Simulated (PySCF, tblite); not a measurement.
Isomers of C4H2F3O2 (doublet state). Level: GFN2-xTB in tblite, geometry and Hessian alike; calculated harmonic values, unscaled, isolated species. This tight-binding method is rough: wavenumbers can miss measured ones by several per cent, in bad cases by 10 to 20. One conformer each. Open shells enter through the occupations alone, without spin polarisation, and single modes of such species can be off by tens of per cent.

Electronic energies: B3LYP/pcH-1 single points on the GFN2-xTB geometries (PySCF, gas phase).

```tsv
SMILES	electronic energy, lowest = 0 (kcal/mol)
O=[C]O/C=C/C(F)(F)F	0.0
O=CO/[C]=C/C(F)(F)F	12.7
O=CO/C=[C]/C(F)(F)F	15.3
```

How do GFN2-xTB zero-point energies change the relative energies?

```csv
SMILES,ZPE (kcal/mol),of it from modes above 1550 cm⁻¹,electronic (kcal/mol),"with ZPE, lowest = 0 (kcal/mol)",lowest mode (cm⁻¹),rings
O=[C]O/C=C/C(F)(F)F,35.1,13.9,0.0,0.0,23,0
O=CO/[C]=C/C(F)(F)F,34.1,13.3,12.7,11.7,9,0
O=CO/C=[C]/C(F)(F)F,34.6,13.3,15.3,14.9,24,0
```

The zero-point energies span 1.0 kcal/mol, from `O=CO/[C]=C/C(F)(F)F` to `O=[C]O/C=C/C(F)(F)F`. The order is unchanged.

And how do the electronic energies of GFN2-xTB itself compare?

`O=[C]O/C=C/C(F)(F)F` 0.0; `O=CO/[C]=C/C(F)(F)F` 10.4; `O=CO/C=[C]/C(F)(F)F` 12.0 kcal/mol, lowest = 0. Against the energies above, taken from the same isomer `O=[C]O/C=C/C(F)(F)F`, the largest difference is 3.3 kcal/mol.
